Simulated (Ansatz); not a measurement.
Input file for Ansatz (a quantum-chemistry and plane-wave program): R-PBE/def2-TZVPP on GeH5NSi (SMILES [NH2][Ge][SiH3]), a point of a torsion scan.

Ansatz 0.2 input:
```yaml
crystal:
  periodic: [false, false, false]
  atoms:
    - {symbol: N, position_ang: [1.78476164, -0.14339706, 0.19663455]}
    - {symbol: Ge, position_ang: [0.55462331, -0.09572099, 1.51786632]}
    - {symbol: Si, position_ang: [-1.35226773, 0.06941642, 0.02404658]}
    - {symbol: H, position_ang: [2.77476469, -0.21424103, 0.38230675]}
    - {symbol: H, position_ang: [1.64061243, -0.10773366, -0.80185839]}
    - {symbol: H, position_ang: [-2.30555592, -1.04442284, 0.16633630]}
    - {symbol: H, position_ang: [-2.17196521, 1.27226592, 0.24901974]}
    - {symbol: H, position_ang: [-1.04998652, 0.10370828, -1.41876705]}
basis:
  gaussian:
    orbitals: def2-TZVPP
hamiltonian:
  xc: {name: PBE}
scf: {lower_state_search: off}
```

**Question.** Predict the final total energy.

**Answer.** -2423.7468 hartree.
